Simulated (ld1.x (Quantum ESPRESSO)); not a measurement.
## Tb (Z = 65) PAW: all-electron and pseudo phase curves

ld1.x (Quantum ESPRESSO) 7.5 input, shortened:

```
&input
   title='Tb', zed=65., rel=2, dft='PBE', iswitch=3,
   config='[Xe] 4f9 5d0 6s0 6p0', rel_dist='average'
 /
 &inputp
   pseudotype=3, lpaw=.true., tm=.true., lloc=-1, rcloc=1.95,
   nlcc=.false.,
   which_augfun='BESSEL', rmatch_augfun=0.95
 /
8
6S  1  0   0.00   0.00  2.35  2.75  0.0
6S  1  0   0.00   1.90  2.35  2.75  0.0
5P  2  1   6.00   0.00  2.75  2.95  0.0
6P  3  1   0.00   0.00  2.75  2.95  0.0
5D  3  2   0.00   0.00  2.55  2.70  0.0
5D  3  2   0.00  -0.40  2.55  2.70  0.0
4F  4  3   9.00   0.00  0.90  0.96  0.0
4F  4  3   0.00  -0.65  0.90  0.96  0.0
 &test
   configts(1)='4f9 5p6 5d0 6s0 6p0'
 /
```

Open shells are filled in proportion to 2j + 1 (rel_dist='average').

The phase is arctan(r·u′/u) with u = r·R(r), unwrapped; energies in Ry, scanned from -5 to 5 Ry. A pole is an energy at which the radial function vanishes at the test radius. The pseudo phase is shifted by a multiple of π to meet the all-electron one at the reference energy, and phase errors are pseudo minus all-electron; the curves can meet again beyond the range given. Levels narrower than the energy grid can be missing from the lists of poles.

Q: For each channel, where are the poles, and over which energies does the pseudopotential scatter like the atom?

A:

```
channel  radius (bohr)  reference energy (Ry)  poles, all-electron       poles, pseudo  unbroken range about the reference energy with phases within 0.05 rad  phase error 1 Ry above the reference energy (rad)
      s           3.22                  -1.05          -4.49, 0.66                0.63                                                            -4.4 to 2.9                                             -0.005
   p1/2           3.22                  -0.77          -3.02, 1.58         -3.02, 1.29                                                              below 1.6                                             -0.017
   p3/2           3.22                  -0.73          -2.67, 1.89  -3.17, -2.67, 1.51                                                           -2.8 to -0.2                                             -0.051
   d3/2           3.22                  -1.01          -0.56, 3.79         -0.56, 3.61                                                              below 5.0                                             -0.000
   d5/2           3.22                  -0.99          -0.51, 3.88         -0.51, 3.57                                                              below 1.3                                             -0.000
   f5/2           3.22                  -1.27          -1.25, 1.93         -1.25, 1.92                                                        the whole range                                             -0.000
   f7/2           3.22                  -1.21          -1.19, 1.94         -1.19, 1.95                                                              below 3.9                                             -0.000
```

The ghost test of this file was not conclusive.

Phases in the f7/2 channel:

| E (Ry) | all-electron | pseudo |
| --- | --- | --- |
| -5.00 | 1.427 | 1.427 |
| -4.74 | 1.423 | 1.423 |
| -4.48 | 1.419 | 1.419 |
| -4.22 | 1.414 | 1.414 |
| -3.96 | 1.408 | 1.408 |
| -3.70 | 1.402 | 1.402 |
| -3.44 | 1.395 | 1.395 |
| -3.18 | 1.388 | 1.388 |
| -2.92 | 1.379 | 1.379 |
| -2.66 | 1.369 | 1.369 |
| -2.40 | 1.356 | 1.356 |
| -2.14 | 1.341 | 1.341 |
| -1.88 | 1.322 | 1.322 |
| -1.62 | 1.294 | 1.294 |
| -1.36 | 1.226 | 1.226 |
| -1.10 | -1.802 | -1.802 |
| -0.84 | -1.896 | -1.896 |
| -0.58 | -1.969 | -1.969 |
| -0.32 | -2.074 | -2.074 |
| -0.06 | -2.265 | -2.265 |
| 0.20 | -2.688 | -2.688 |
| 0.46 | -3.507 | -3.508 |
| 0.72 | -4.127 | -4.128 |
| 0.98 | -4.400 | -4.400 |
| 1.24 | -4.537 | -4.537 |
| 1.50 | -4.620 | -4.620 |
| 1.76 | -4.679 | -4.679 |
| 2.02 | -4.725 | -4.725 |
| 2.28 | -4.766 | -4.766 |
| 2.54 | -4.807 | -4.807 |
| 2.80 | -4.853 | -4.852 |
| 3.06 | -4.910 | -4.908 |
| 3.32 | -4.994 | -4.989 |
| 3.58 | -5.142 | -5.130 |
| 3.84 | -5.489 | -5.450 |
| 4.10 | -6.407 | -6.306 |
| 4.36 | -7.202 | -7.151 |
| 4.62 | -7.487 | -7.464 |
| 4.88 | -7.614 | -7.600 |
